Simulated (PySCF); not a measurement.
Electronic absorption of C4H3FN2

C4H3FN2.
SMILES: `N#C/C(=C/N=C)F`

Computed with PySCF, TDDFT wB97X-D/def2-SVPD, vertical, gas phase, core orbitals frozen in the response. Isolated species at its GFN2-xTB geometry (one conformer only). Torsions of this conformer, `[CH2:1]=[N:2]/[CH:3]=[C:4](\[F:5])[C:6]#[N:7]`: C1–N2–C3–C4 60°.

Question: List the vertical singlet excitations with oscillator strengths and describe the spectrum.

Answer: 

```csv
state,E (eV),E (kJ/mol),λ (nm),f,"main configurations (H = HOMO, L = LUMO)"
S1,4.15,401,298.6,0.108,"H→L (76%), H→L+1 (11%)"
S2,5.54,535,223.6,0.108,"H→L+1 (55%), H→L+2 (32%)"
S3,5.93,572,209.0,0.297,"H→L+2 (52%), H→L+1 (23%), H→L (12%)"
S4,6.29,607,197.1,0.068,H-1→L (78%)
S5,7.08,683,175.1,0.0005,"H-2→L (64%), H-2→L+1 (11%), H-1→L+1 (10%)"
S6,7.12,687,174.1,0.015,"H→L+3 (68%), H→L+4 (15%)"
S7,7.40,714,167.6,0.0075,"H-1→L+1 (35%), H-3→L (25%), H-5→L (14%)"
S8,7.70,743,161.0,0.097,"H-3→L (46%), H-2→L+2 (17%), H-1→L+1 (9%)"
```

Triplets (Tamm–Dancoff): T1 2.98 eV, H→L (93%); T2 4.22 eV, H→L+1 (60%), H-1→L (25%); T3 4.89 eV, H-1→L (40%), H-3→L (22%), H→L+1 (13%).

The lowest singlet comes at 299 nm (401 kJ/mol) in the ultraviolet; it is of moderate strength; its leading configuration is HOMO→LUMO (76%). The strongest level in the table is S3 at 5.93 eV (209 nm, f = 0.297). Löwdin shares by element: HOMO nitrogen 38%, carbon 37% or more (atoms not listed hold the other 26%); LUMO carbon 52% or more, nitrogen 20% or more (atoms not listed hold the other 28%). Orbital energies (eV): HOMO-3 -12.56, HOMO-2 -12.31, HOMO-1 -11.37, HOMO -9.07, LUMO -0.40, LUMO+1 1.01, LUMO+2 1.62. The oscillator strengths of these states sum to 0.701; summed over the whole spectrum of an exact calculation they would give the number of electrons, 50 (Thomas–Reiche–Kuhn). Weighted by f, the mean energy of these states is 5.92 eV. The window holds the lowest 8 singlets.
